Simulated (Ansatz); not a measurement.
Basis sets compared for Si(CN)2H2 (C2H2N2Si). Charge 0, multiplicity 1. Geometry r2SCAN-D4/def2-SVP. Ansatz on 4 threads of Arm Neoverse V1 on a shared host; times are rough, and most runs start from earlier orbitals.

```
atom   x (Å)   y (Å)   z (Å)
 Si1   0.434   0.115   0.376
  C2   0.613  -0.596  -1.322
  N3   0.742  -1.043  -2.390
  C4  -1.371   0.393   0.668
  N5  -2.504   0.576   0.866
  H6   1.142   1.416   0.435
  H7   0.942  -0.862   1.368
```

Binding counts from free atoms (Si triplet, C triplet, N quartet, H doublet) in the same basis, without a counterpoise term.

| level | functions | energy (Eh) | HOMO (eV) | LUMO (eV) | binding per atom (eV) | wall time |
| --- | --- | --- | --- | --- | --- | --- |
| HF/6-31G | 53 | -474.5717 | -13.23 | 2.46 | 2.41 | 0.25 s |
| HF/def2-TZVP | 173 | -474.8095 | -13.32 | 1.95 | 2.99 | 0.75 s |
| PBE-D4/def2-SVP | 84 | -475.7788 | -8.79 | -2.45 | 4.75 | 0.55 s |
| PBE-D4/def2-TZVP | 173 | -476.0966 | -8.93 | -2.70 | 4.74 | 1.1 s |
| r2SCAN-D4/def2-TZVP | 173 | -476.3312 | -9.24 | -2.54 | 4.52 | 2.2 s |
| PBE0-D4/def2-SVP | 84 | -475.8036 | -10.18 | -1.53 | 4.56 | 0.6 s |
| PBE0-D4/def2-TZVP (with forces) | 173 | -476.1192 | -10.26 | -1.73 | 4.55 | 1.9 s |

(1) Estimate the rows for PBE-D4/def2-TZVPD, r2SCAN-D4/def2-TZVPD, PBE0-D4/def2-TZVPD.

Answers

(1) 
| level | functions | energy (Eh) | HOMO (eV) | LUMO (eV) | binding per atom (eV) | wall time |
| --- | --- | --- | --- | --- | --- | --- |
| PBE-D4/def2-TZVPD | 209 | -476.0976 | -8.95 | -2.74 | 4.74 | 1.5 s |
| r2SCAN-D4/def2-TZVPD | 209 | -476.3318 | -9.25 | -2.56 | 4.52 | 3 s |
| PBE0-D4/def2-TZVPD | 209 | -476.1198 | -10.27 | -1.77 | 4.55 | 1.9 s |
